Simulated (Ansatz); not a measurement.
Consider the substitution at a C–C bond: `CCCC(C)C` + HI → `CCCI` + `CCC`.

Gas-phase electronic energies from Ansatz, PBE0-D4/def2-TZVP geometries. CCSD(T)/CBS is the MP2 limit (def2-TZVPP, def2-QZVPP) plus CCSD(T) − MP2 in def2-TZVPP, frozen cores. Functionals use def2-TZVPP. B3LYP here is the variant with VWN-RPA as its local correlation; programs differ in this. Elements past krypton have def2 core potentials. For I outer-core shells are correlated without core-valence functions, which leaves a few kJ/mol of doubt a bond. One conformer a species, not always the lowest.

CCSD(T)/CBS gives -2.5 kJ/mol.

Question: Another level gave -0.4 kJ/mol. Which?
A. ωB97M-V/def2-TZVPP
B. MP2/def2-TZVPP
C. B3LYP/def2-TZVPP
D. B2PLYP/def2-TZVPP

Answer: B. MP2/def2-TZVPP -0.4, ωB97M-V 4.0, B3LYP -10.3, B2PLYP -6.2 kJ/mol.

Largest T1 diagnostic among the species: 0.008.

From PBE to PBE0 (25 % exact exchange), in def2-TZVPP and without D4, ΔE moves by +4.7 kJ/mol. The D4 term adds +6.6 kJ/mol with B3LYP and +4.4 kJ/mol with PBE0; it sums over pairs of atoms, weighted by their polarisabilities, and B3LYP, whose exchange is more repulsive, gets the larger term. In def2-TZVPP, CCSD(T) changes the Hartree–Fock value by +9.2 kJ/mol (the triples alone add −0.7 kJ/mol) and MP2 by +4.9 kJ/mol.
